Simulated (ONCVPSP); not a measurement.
# Which change was made? (B, ONCV)

boron, optimised norm-conserving Vanderbilt (ONCV), made with ONCVPSP 4.0.1 (PBE, scalar-relativistic). Core [He], reference 2s2 2p1. Waves: 2s: rc 1.35 bohr, ncon 4, nbas 9, qcut 5.7 1/bohr, 3 projectors, debl 1.6 Ha; 2p: rc 2.90 bohr, ncon 4, nbas 7, qcut 4.9 1/bohr, 3 projectors, debl 2.5 Ha. Local part: polynomial inside 1.15 bohr (lpopt 5, dvloc0 6 Ha). Core correction: Teter function, fcfact 4.75, rcfact 1.4.

Cutoffs, loose and tight: the cutoffs (Ha) at which the residual kinetic energy of the hardest occupied pseudo-wave falls to 1 and 0.1 mHa per electron. They do not see the model core or the augmentation charge, which bear on the density cutoff. Test errors are all-electron minus pseudo excitation energies from the reference, over the configurations 2s2 2p0; 2s1 2p0; 2s2 2p0.5; 2s1 2p1; variants that change the core or the reference have their own tests.

The base gives: outcome: generated; cutoff, loose: 12 Ha; cutoff, tight: 16 Ha; bound ghosts: s; GHOST(+) flags above zero: s; largest test error (meV): +253.

Task: After one change the result is: outcome: generated; cutoff, loose: 9.4 Ha; cutoff, tight: 12 Ha; bound ghosts: none; GHOST(+) flags above zero: none; largest test error (meV): +246. Which change was it?
A. s: rc 0.96; local potential polynomial inside 0.96 bohr (lpopt 5, dvloc0 6 Ha)
B. s: rc 1.4
C. s: rc 1.84

Result: C. The others give: s: rc 1.4 → outcome: generated; cutoff, loose: 12 Ha; cutoff, tight: 16 Ha; bound ghosts: none; GHOST(+) flags above zero: s; largest test error (meV): +253 | s: rc 0.96; local potential polynomial inside 0.96 bohr (lpopt 5, dvloc0 6 Ha) → outcome: failed: ERROR pspot: first pseudo wave function has node, program will stop.
